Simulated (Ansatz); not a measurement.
Geometry optimisation, RKS B3LYP-D4/6-31G* in Ansatz.

input.yaml

```yaml
crystal:
  periodic: [false, false, false]
  atoms:
    - { symbol: Si, position_ang: [-0.047904, 0.218343, 0.154227] }
    - { symbol: "N", position_ang: [0.043589, 0.105449, 1.939046] }
    - { symbol: H, position_ang: [-0.848625, -0.035459, 2.412224] }
    - { symbol: H, position_ang: [0.523564, 0.887754, 2.379686] }
    - { symbol: Cl, position_ang: [1.878219, 0.49112, -0.550352] }
    - { symbol: H, position_ang: [-0.760749, 1.450962, -0.290909] }
    - { symbol: H, position_ang: [-0.764223, -0.942657, -0.406293] }
    - { symbol: O, position_ang: [1.183148, -2.328377, 0.747153] }
    - { symbol: H, position_ang: [0.475982, -2.991284, 0.808025] }
    - { symbol: H, position_ang: [1.121499, -1.845151, 1.607094] }
basis:
  gaussian: { orbitals: "6-31G*" }
hamiltonian:
  xc: b3lyp
  dispersion: d4
relax:
  f_tol: 0.03
  max_steps: 50
```

Launched with:

```bash
$ ansatz run input.yaml --threads 1 --pin off --max-ram 2048MiB --backend cpu --events-out ev --progress --plain --runs-dir out
```

**Question.** Where does it end, and by what steps?

**Answer.** It converged. After 9 steps the energy has fallen by 0.130 eV; O8 moved furthest, 0.47 Å.

```tsv
step	energy less start (eV)	largest force component (eV/Å)	accepted
0	0.0000	0.821	yes
1	-0.0106	1.565	yes
2	-0.0774	1.107	yes
3	-0.1055	0.639	yes
4	-0.1214	0.396	yes
5	-0.1241	0.143	yes
6	-0.1287	0.123	yes
7	-0.1292	0.067	yes
8	-0.1294	0.092	yes
9	-0.1296	0.021	yes
```

```xyz
10
Properties=species:S:1:pos:R:3
Si -0.103 0.425 0.077
N 0.071 0.016 1.763
H -0.773 -0.289 2.241
H 0.575 0.673 2.352
Cl 1.797 0.679 -0.697
H -0.811 1.703 -0.194
H -0.811 -0.693 -0.580
O 1.299 -2.606 1.107
H 0.501 -3.143 1.210
H 1.058 -1.754 1.521
```

Whether the end is a true minimum wasn't checked by a vibrational analysis.

The run took 34 s on 1 thread of AMD EPYC 7R43 64-Core Processor (Zen 3) (shared host), peak memory 0.17 GiB.
